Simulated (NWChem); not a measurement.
System: HTeOCl; SMILES O[Te]Cl

```xyz
4

Te     0.3296     0.4151     0.0037
Cl    -0.1984    -1.8988     0.0063
O     -1.4913     1.1859     0.0674
H     -1.8335     1.2060    -0.8370
```
Atoms are numbered in this order, from 1.

Results from NWChem. Coordinates come from a PBE0/def2-SVP optimisation. def2 effective core potentials on Te; no spin-orbit coupling. LC-ωPBE (HJS hole) with def2-SVP; x = 1 − exp(−ω/0.25 bohr⁻¹) is a scale chosen for this fit.

```
row           x  −ε(HOMO) (eV)
--------  -----  -------------
ω = 0.20  0.551           7.76
ω = 0.25  0.632           8.19
ω = 0.40  0.798           9.08
ω = 0.60  0.909           9.66
ω = 0.80  0.959       withheld
```

Problem. Fit a straight line of the last column on the one before it, predict the withheld value, and compare with the run.

Solution. 
1. Means of the 4 shown rows: x = 0.7225, y = 8.672. Slope Σ(x − x̄)(y − ȳ)/Σ(x − x̄)² = 0.4151/0.07809 = 5.316; intercept 4.832.
2. The shown rows scatter about the line by 0.004 (root mean square); the largest residual is +0.01, at ω = 0.40.
3. At x = 0.959 (ω = 0.80; beyond the shown range) the line gives 9.93.
4. The run gives 9.91, -0.02 from the line.
